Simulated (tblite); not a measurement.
C₅H₁₁NSi.
Atom-mapped SMILES: `[CH2:1]=[C:2]1[CH2:3][CH2:4][C@H:5]1[NH:6][SiH3:7]` (hydrogens: H8, H9 on C1; H10, H11 on C3; H12, H13 on C4; H14 on C5; H15 on N6; H16, H17, H18 on Si7)

Computed with GFN2-xTB (tblite), gas phase: L-BFGS steps from a force-field or distance-geometry start until the largest atomic force falls under 0.01 eV/Å.

Step 14: E = -570.0043 eV
```
atom  x, y, z in Å  |  force x, y, z in eV/Å
C1     -1.1326   -1.5829   -0.8843    0.022  -0.023  -0.085
C2     -1.0372   -0.3064   -0.5807   -0.075  -0.053   0.116
C3     -2.0410    0.7452   -0.1967   -0.017   0.048   0.010
C4     -0.9039    1.5088    0.5076   -0.048   0.029   0.020
C5      0.1281    0.5758   -0.1750   -0.058  -0.003   0.040
N6      1.1291    0.0116    0.6778    0.026   0.001   0.012
Si7     2.6444   -0.6196    0.1745    0.081  -0.017   0.022
H8     -0.2513   -2.1830   -1.0361    0.005  -0.044   0.009
H9     -2.0853   -2.0727   -1.0122    0.037   0.032  -0.022
H10    -2.8778    0.4139    0.4187    0.060   0.002   0.017
H11    -2.4392    1.2769   -1.0595   -0.003   0.029  -0.026
H12    -0.9076    1.3629    1.5871   -0.015  -0.010  -0.019
H13    -0.8270    2.5739    0.3019    0.036  -0.024  -0.075
H14     0.6235    1.0386   -1.0298    0.013   0.027  -0.016
H15     0.7035   -0.4228    1.4848    0.012   0.004   0.011
H16     3.3566   -0.8096    1.4348    0.025  -0.043   0.039
H17     3.2970    0.3852   -0.6628   -0.078   0.043  -0.030
H18     2.6117   -1.8895   -0.5683   -0.025   0.001  -0.022
```

Step 15: E = -570.0065 eV
```
atom  x, y, z in Å  |  force x, y, z in eV/Å
C1     -1.1309   -1.5830   -0.8872    0.012  -0.025  -0.063
C2     -1.0371   -0.3079   -0.5787   -0.095  -0.018   0.099
C3     -2.0413    0.7455   -0.1971   -0.018   0.048   0.009
C4     -0.9030    1.5089    0.5076   -0.105   0.021   0.011
C5      0.1268    0.5728   -0.1714   -0.032   0.031   0.014
N6      1.1291    0.0095    0.6778    0.054  -0.007   0.048
Si7     2.6441   -0.6215    0.1761    0.116  -0.027   0.002
H8     -0.2495   -2.1838   -1.0348    0.000  -0.042   0.004
H9     -2.0845   -2.0692   -1.0158    0.024   0.003  -0.036
H10    -2.8773    0.4153    0.4210    0.071   0.006  -0.003
H11    -2.4410    1.2793   -1.0596    0.016  -0.006   0.004
H12    -0.9122    1.3667    1.5874   -0.002   0.001  -0.018
H13    -0.8259    2.5722    0.2941    0.047  -0.016  -0.052
H14     0.6223    1.0374   -1.0244    0.022   0.027  -0.050
H15     0.7078   -0.4192    1.4889   -0.011  -0.016   0.042
H16     3.3584   -0.8132    1.4373    0.003  -0.034   0.000
H17     3.2878    0.3860   -0.6658   -0.068   0.038  -0.015
H18     2.6178   -1.8894   -0.5737   -0.033   0.015   0.002
```

Step 16: E = -570.0086 eV
```
atom  x, y, z in Å  |  force x, y, z in eV/Å
C1     -1.1289   -1.5833   -0.8911   -0.003  -0.010  -0.025
C2     -1.0385   -0.3100   -0.5748   -0.066   0.016   0.055
C3     -2.0420    0.7465   -0.1973   -0.013   0.027   0.006
C4     -0.9037    1.5092    0.5077   -0.105   0.012  -0.005
C5      0.1252    0.5702   -0.1677    0.008   0.044  -0.002
N6      1.1301    0.0074    0.6786    0.060  -0.009   0.068
Si7     2.6456   -0.6239    0.1779    0.100  -0.018  -0.014
H8     -0.2474   -2.1856   -1.0335   -0.009  -0.030  -0.002
H9     -2.0835   -2.0655   -1.0203    0.005  -0.033  -0.053
H10    -2.8757    0.4171    0.4236    0.048   0.006  -0.007
H11    -2.4425    1.2816   -1.0597    0.028  -0.036   0.022
H12    -0.9172    1.3706    1.5876    0.007   0.016  -0.011
H13    -0.8239    2.5699    0.2850    0.048   0.003  -0.023
H14     0.6212    1.0368   -1.0200    0.010   0.009  -0.054
H15     0.7122   -0.4160    1.4937   -0.022  -0.027   0.056
H16     3.3604   -0.8177    1.4402   -0.010  -0.025  -0.031
H17     3.2769    0.3877   -0.6692   -0.050   0.034  -0.002
H18     2.6231   -1.8887   -0.5791   -0.035   0.021   0.023
```

Step 17: E = -570.0100 eV
```
atom  x, y, z in Å  |  force x, y, z in eV/Å
C1     -1.1276   -1.5835   -0.8941   -0.017   0.007   0.005
C2     -1.0402   -0.3115   -0.5712   -0.009   0.025   0.012
C3     -2.0427    0.7475   -0.1973   -0.003  -0.001   0.004
C4     -0.9057    1.5096    0.5077   -0.047   0.010  -0.015
C5      0.1243    0.5691   -0.1652    0.034   0.029   0.001
N6      1.1318    0.0060    0.6802    0.039  -0.002   0.060
Si7     2.6483   -0.6255    0.1791    0.043   0.005  -0.019
H8     -0.2461   -2.1874   -1.0327   -0.021  -0.011  -0.005
H9     -2.0827   -2.0636   -1.0245   -0.004  -0.053  -0.062
H10    -2.8738    0.4188    0.4255    0.009   0.000   0.002
H11    -2.4431    1.2826   -1.0594    0.024  -0.044   0.016
H12    -0.9206    1.3734    1.5876    0.007   0.028  -0.005
H13    -0.8216    2.5682    0.2784    0.039   0.021  -0.002
H14     0.6202    1.0367   -1.0184   -0.006  -0.015  -0.032
H15     0.7151   -0.4145    1.4977   -0.017  -0.025   0.045
H16     3.3618   -0.8214    1.4418   -0.007  -0.022  -0.039
H17     3.2685    0.3895   -0.6715   -0.031   0.035   0.002
H18     2.6254   -1.8877   -0.5821   -0.033   0.014   0.029
```

**Question.** Estimate the geometry and energy of step 18. (The exact step hangs on the optimiser's Hessian estimate; all steps are aligned on step 17, rigid shifts and turns removed.)

**Answer.** E = -570.0107 eV, largest force 0.080 eV/Å
```
atom  x, y, z in Å  |  force x, y, z in eV/Å
C1     -1.1273   -1.5835   -0.8954   -0.023   0.012   0.016
C2     -1.0411   -0.3120   -0.5693    0.031   0.014  -0.008
C3     -2.0431    0.7479   -0.1971    0.007  -0.017   0.006
C4     -0.9074    1.5101    0.5075    0.016   0.012  -0.015
C5      0.1245    0.5690   -0.1639    0.035   0.005   0.012
N6      1.1333    0.0056    0.6821    0.010   0.009   0.042
Si7     2.6505   -0.6261    0.1795   -0.011   0.023  -0.014
H8     -0.2459   -2.1885   -1.0324   -0.028   0.003  -0.005
H9     -2.0823   -2.0636   -1.0276   -0.001  -0.052  -0.061
H10    -2.8727    0.4197    0.4265   -0.016  -0.006   0.012
H11    -2.4429    1.2823   -1.0591    0.013  -0.038  -0.001
H12    -0.9220    1.3752    1.5874    0.004   0.033  -0.002
H13    -0.8196    2.5676    0.2752    0.027   0.028   0.007
H14     0.6195    1.0366   -1.0186   -0.013  -0.030  -0.007
H15     0.7161   -0.4145    1.5002   -0.007  -0.018   0.026
H16     3.3624   -0.8236    1.4420    0.003  -0.021  -0.033
H17     3.2638    0.3912   -0.6725   -0.017   0.038   0.001
H18     2.6254   -1.8868   -0.5829   -0.029   0.004   0.024
```

The energy changes by -0.0007 eV. The first-order estimate −F·Δx gives -0.0010 eV and the mean of the old and new forces, exact on a quadratic surface, -0.0007 eV. The step makes an angle of 57° with the force vector and moves no atom by more than 0.005 Å.

The cost below is that of the whole relaxation. On one thread, Intel Xeon at 2.50 GHz (x86_64), no GPU (shared host), this took 1.3 s.
